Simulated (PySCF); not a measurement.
## Basis-set dependence of population analyses: `NBC1CC1`

C3H8BN.
Structure used (PBE0-D3(BJ)/def2-SVP), in Å, numbered top down from 1:
```
atom  x, y, z in Å
N1     2.3447    0.1560    0.0495
B2     1.0172    0.2164    0.4734
C3    -0.1766   -0.1604   -0.4489
C4    -1.4009   -0.8023    0.1777
C5    -1.4775    0.6046   -0.2898
H6     3.1243    0.4019    0.6436
H7     2.6183   -0.1357   -0.8802
H8     0.8017    0.5825    1.6131
H9     0.0414   -0.4887   -1.4726
H10   -1.3796   -0.9950    1.2542
H11   -1.9196   -1.5697   -0.4034
H12   -2.0493    0.8182   -1.1970
H13   -1.5108    1.4029    0.4572
```

PBE0 throughout (PySCF), one geometry, spherical d and f functions. Isolated species at its PBE0-D3(BJ)/def2-SVP geometry (one conformer only). Atoms taken as equivalent share a column and are averaged. The first 7 of 9 kinds of atom are listed.

Mulliken charges (e):

```tsv
basis	functions	N1	B2	C3	C4/C5	H6/H7	H8	H9
STO-3G	33	-0.456	+0.240	-0.192	-0.171	+0.208	-0.071	+0.066
6-31G	61	-0.845	+0.468	-0.369	-0.347	+0.325	-0.063	+0.151
pcSseg-0	61	-0.834	+0.618	-0.760	-0.445	+0.319	+0.001	+0.237
6-31G*	86	-0.779	+0.284	-0.280	-0.369	+0.343	-0.050	+0.153
cc-pVDZ	110	-0.019	-0.059	-0.111	-0.067	+0.095	-0.053	-0.001
def2-SVP	110	-0.109	-0.041	-0.157	-0.091	+0.131	-0.053	+0.037
6-311+G(2d,p)	183	-0.655	+0.309	-0.056	-0.291	+0.243	-0.027	+0.074
aug-cc-pVDZ	187	-0.104	-0.468	+0.591	+0.945	-0.024	+0.614	-0.642
def2-TZVP	203	-0.480	+0.091	-0.191	-0.226	+0.240	-0.015	+0.089
IGLO-III	255	-0.534	+0.384	-0.210	-0.228	+0.204	-0.103	+0.069
cc-pVTZ	262	-0.229	-0.019	-0.097	-0.221	+0.153	-0.026	+0.079
```

IAO charges (e):

```json
{"basis": "STO-3G", "functions": "33", "N1": "-0.446", "B2": "+0.130", "C3": "-0.269", "C4/C5": "-0.259", "H6/H7": "+0.226", "H8": "-0.011", "H9": "+0.125"}
{"basis": "6-31G", "functions": "61", "N1": "-0.535", "B2": "+0.121", "C3": "-0.272", "C4/C5": "-0.283", "H6/H7": "+0.269", "H8": "-0.015", "H9": "+0.134"}
{"basis": "pcSseg-0", "functions": "61", "N1": "-0.493", "B2": "+0.100", "C3": "-0.278", "C4/C5": "-0.280", "H6/H7": "+0.260", "H8": "-0.017", "H9": "+0.136"}
{"basis": "6-31G*", "functions": "86", "N1": "-0.533", "B2": "+0.135", "C3": "-0.271", "C4/C5": "-0.268", "H6/H7": "+0.264", "H8": "-0.021", "H9": "+0.129"}
{"basis": "cc-pVDZ", "functions": "110", "N1": "-0.520", "B2": "+0.112", "C3": "-0.271", "C4/C5": "-0.270", "H6/H7": "+0.266", "H8": "-0.016", "H9": "+0.131"}
{"basis": "def2-SVP", "functions": "110", "N1": "-0.510", "B2": "+0.112", "C3": "-0.268", "C4/C5": "-0.261", "H6/H7": "+0.263", "H8": "-0.020", "H9": "+0.127"}
{"basis": "6-311+G(2d,p)", "functions": "183", "N1": "-0.553", "B2": "+0.124", "C3": "-0.280", "C4/C5": "-0.279", "H6/H7": "+0.276", "H8": "-0.015", "H9": "+0.136"}
{"basis": "aug-cc-pVDZ", "functions": "187", "N1": "-0.549", "B2": "+0.120", "C3": "-0.278", "C4/C5": "-0.279", "H6/H7": "+0.275", "H8": "-0.015", "H9": "+0.136"}
{"basis": "def2-TZVP", "functions": "203", "N1": "-0.551", "B2": "+0.125", "C3": "-0.281", "C4/C5": "-0.279", "H6/H7": "+0.275", "H8": "-0.016", "H9": "+0.136"}
{"basis": "IGLO-III", "functions": "255", "N1": "-0.554", "B2": "+0.125", "C3": "-0.281", "C4/C5": "-0.280", "H6/H7": "+0.276", "H8": "-0.015", "H9": "+0.137"}
{"basis": "cc-pVTZ", "functions": "262", "N1": "-0.548", "B2": "+0.124", "C3": "-0.280", "C4/C5": "-0.280", "H6/H7": "+0.275", "H8": "-0.016", "H9": "+0.136"}
```

Some averages cover members that differ in this geometry, most widely: H6/H7, Mulliken in aug-cc-pVDZ -0.051 to +0.004 e.

Q: Which scheme is steadiest as the basis changes?

A: Largest range over the bases for any column: IAO 0.11 e, Mulliken 1.39 e. IAO charges move least and Mulliken charges most, counted in e. Without the minimal STO-3G basis the ranges are IAO 0.06, Mulliken 1.39 e.

Q: How much do the charges still move between the two largest bases, IGLO-III and cc-pVTZ?

A: At most, over all atoms: Mulliken 0.403 e, IAO 0.006 e.

Q: What do the same runs give for the total energy, the frontier levels and the dipole moment?

A: 
| basis | energy (Eh) | HOMO (eV) | LUMO (eV) | μ (D) |
| --- | --- | --- | --- | --- |
| STO-3G | -196.0824 | -5.74 | 4.14 | 1.89 |
| 6-31G | -198.4544 | -7.46 | 1.29 | 1.69 |
| pcSseg-0 | -198.0587 | -7.81 | 1.10 | 1.82 |
| 6-31G* | -198.4997 | -7.42 | 1.30 | 1.67 |
| cc-pVDZ | -198.5188 | -7.55 | 1.02 | 1.73 |
| def2-SVP | -198.3681 | -7.64 | 1.01 | 1.74 |
| 6-311+G(2d,p) | -198.5665 | -7.75 | 0.14 | 1.49 |
| aug-cc-pVDZ | -198.5335 | -7.73 | -0.06 | 1.47 |
| def2-TZVP | -198.5817 | -7.73 | 0.70 | 1.53 |
| IGLO-III | -198.5884 | -7.74 | 0.54 | 1.48 |
| cc-pVTZ | -198.5789 | -7.70 | 0.77 | 1.57 |

The dipole is fixed by the density alone, so its range of 0.42 D shows that the density itself changes with the basis, not only its division among atoms.
